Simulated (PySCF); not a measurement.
VF₅, SMILES [F][V]([F])([F])([F])[F], multiplicity 1. Atoms are numbered in the order given.

```xyz
6

V      0.0000     0.0000     0.0000
F      0.0000     0.0000     1.7210
F      0.0000     0.0000    -1.7210
F     -1.6843     0.0000     0.0000
F      0.8421     1.4586     0.0000
F      0.8421    -1.4586     0.0000
```

Geometry: ωB97X-D3(BJ)/def2-SVP. The multiplicity is an assumed one; no other spin state was optimised. The isomer is the one that the SMILES or the coordinates give; other isomers of the formula were not compared.

Level of theory: PySCF with PBE0/pcSseg-1.

GIAO shieldings, no solvent; atoms listed in one row are averaged. δ = σ(ref) − σ: ¹⁹F against CFCl3 (σ = 167.2 ppm), references at their B3LYP-D3(BJ)/def2-TZVP geometries, non-relativistic.

| nucleus | atoms | count | δ (ppm) |
|---|---|---|---|
| ¹⁹F | F4, F5, F6 | 3 | 525.3 |
| ¹⁹F | F2, F3 | 2 | 482.3 |
